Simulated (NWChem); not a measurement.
Species: SiH$_{2}$OCl$_{2}$; SMILES Cl[SiH](O)Cl

```xyz
6

Si    -0.4078     0.4231     0.0000
O     -1.8757    -0.3091     0.0000
Cl     0.6844    -0.1193    -1.6559
Cl     0.6844    -0.1193     1.6559
H     -0.6406     1.8771     0.0000
H     -1.9137    -1.2710     0.0000
```
Atoms are numbered in this order, from 1.

Computed with NWChem. Geometry: optimised at PBE0/def2-SVP.

For level TPSS/pcseg-1:

| Property | Result |
|---|---|
| highest occupied level (eV) | -7.99 |
| orbital gap (eV) | 7.50 |

**Question.** Estimate the same quantities for level TPSS/def2-SVP.

**Answer.** 
| Property | Value |
|---|---|
| highest occupied level (eV) | -7.67 |
| orbital gap (eV) | 7.75 |
